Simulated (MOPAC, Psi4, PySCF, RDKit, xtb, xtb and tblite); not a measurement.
Two geometries of C5H13BO2, SMILES CC(C)CCB(O)O, singlet, relaxed at GFN2-xTB with one dihedral held; other torsions can differ between them too.

Structure A

```
21

C     -1.5077    -1.3351    -0.2824
C     -0.9899    -0.0311     0.3200
C     -2.1662     0.8478     0.7449
C     -0.1091     0.7220    -0.6855
C      1.3031     0.1292    -0.9297
B      1.7107    -1.1970    -0.1222
O      1.8086    -2.3660    -0.7882
O      2.0376    -1.2031     1.2018
H     -0.6840    -1.9424    -0.6448
H     -2.1717    -1.1228    -1.1181
H     -2.0615    -1.9070     0.4592
H     -0.3995    -0.2672     1.2109
H     -2.8117     0.3118     1.4371
H     -1.8178     1.7549     1.2348
H     -2.7573     1.1332    -0.1229
H      0.0006     1.7498    -0.3305
H     -0.6487     0.7697    -1.6324
H      1.4095    -0.0855    -1.9928
H      2.0430     0.9007    -0.7024
H      2.0951    -3.1016    -0.2444
H      1.9790    -0.3641     1.6550
```

Structure B

```
21

C     -1.3457    -1.2595     0.0512
C     -0.8842     0.1666     0.3401
C     -2.0910     1.0707     0.5873
C     -0.0343     0.7184    -0.8093
C      1.2858    -0.0470    -1.0000
B      1.2324    -1.2958    -2.0029
O      1.9324    -2.4074    -1.6916
O      0.5537    -1.2874    -3.1831
H     -0.4929    -1.9116    -0.1172
H     -1.9753    -1.2811    -0.8364
H     -1.9202    -1.6507     0.8881
H     -0.2678     0.1564     1.2456
H     -2.6856     0.6950     1.4169
H     -1.7729     2.0834     0.8256
H     -2.7244     1.1095    -0.2968
H      0.1871     1.7663    -0.5893
H     -0.6262     0.7006    -1.7290
H      2.0264     0.6485    -1.4067
H      1.6684    -0.3538    -0.0276
H      1.8841    -3.0962    -2.3563
H      0.0673    -0.4885    -3.3799
```

Task: Which is lower in energy at the level PBE0-D3(BJ)/def2-SVP // GFN2-xTB in Psi4 1.11, and by how much?

Result: B is lower, by 14.75 kJ/mol (dihedral C2–C4–C5–B6: 0° in A, 90° in B).

E(B) − E(A) in kJ/mol at the other levels, on the same two geometries: GFN2-xTB (xtb and tblite) -13.00; PBE0/def2-SVP // GFN2-xTB (Psi4) -15.27; PBE/def2-SVP // GFN2-xTB (Psi4) -14.81; PBE-D3(BJ)/def2-SVP // GFN2-xTB (Psi4) -14.30; UFF // GFN2-xTB (RDKit) -26.79; PM7, restricted, heats of formation // GFN2-xTB (MOPAC) -10.65; PM6, restricted, heats of formation // GFN2-xTB (MOPAC) -7.48; GFN1-xTB // GFN2-xTB (xtb) -9.43; restricted B3LYP/6-31G*, spherical d, density fitting // GFN2-xTB (PySCF) -15.35; restricted Hartree-Fock/STO-3G // GFN2-xTB (PySCF) -15.06; restricted LDA (SVWN5)/6-31G*, spherical d, density fitting // GFN2-xTB (PySCF) -13.77; restricted BP86/6-31G*, spherical d, density fitting // GFN2-xTB (PySCF) -14.84.
